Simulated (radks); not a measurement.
Q: Species: Xe2+. Configuration: [Kr] 4d10 5s2 5p3 5f1 (not the ground configuration). All-electron calculation, Dirac Kohn-Sham, PBE, spin-unpolarised, spherical densities, finite nucleus; open shells fill j = l - 1/2 first; Fermi nuclear charge, rms radius 4.7859 fm. Program: a radial shooting solver on a logarithmic mesh with Libxc functionals. Some entries of the table are withheld. Estimate them.

orbital,occ.,eigenvalue (eV),<1/r> (bohr^-1),r(max) (bohr)
1s1/2,2,-34372.98,58.11,0.01715
2s1/2,2,-5371.649,13.59,0.09710
2p1/2,2,-5048.592,13.57,0.07438
2p3/2,4,-4723.949,12.47,0.07927
3s1/2,2,-1121.154,4.859,0.2791
3p1/2,2,-986.8461,4.770,(1)
3p3/2,4,-925.1763,4.499,(2)
3d3/2,4,-688.8328,(3),0.2241
3d5/2,6,-675.7986,(4),0.2272
4s1/2,2,-225.1771,(5),0.6614
4p1/2,2,(6),1.859,0.6771
4p3/2,4,(7),1.771,0.7013
4d3/2,4,(8),1.530,0.7433
4d5/2,6,(9),1.508,0.7517
5s1/2,2,-45.0741,0.7481,1.587
5p1/2,2,-33.0952,0.6571,1.760
5p3/2,1,-31.4282,0.6309,1.825
5f5/2,1,-5.6842,0.2327,6.596
5f7/2,0,-5.6694,0.2327,6.618

A: 
(1) 3p1/2 r(max) (bohr): 0.2656
(2) 3p3/2 r(max) (bohr): 0.2764
(3) 3d3/2 <1/r> (bohr^-1): 4.356
(4) 3d5/2 <1/r> (bohr^-1): 4.286
(5) 4s1/2 <1/r> (bohr^-1): 1.968
(6) 4p1/2 eigenvalue (eV): -177.6163
(7) 4p3/2 eigenvalue (eV): -165.3115
(8) 4d3/2 eigenvalue (eV): -88.3387
(9) 4d5/2 eigenvalue (eV): -86.3445
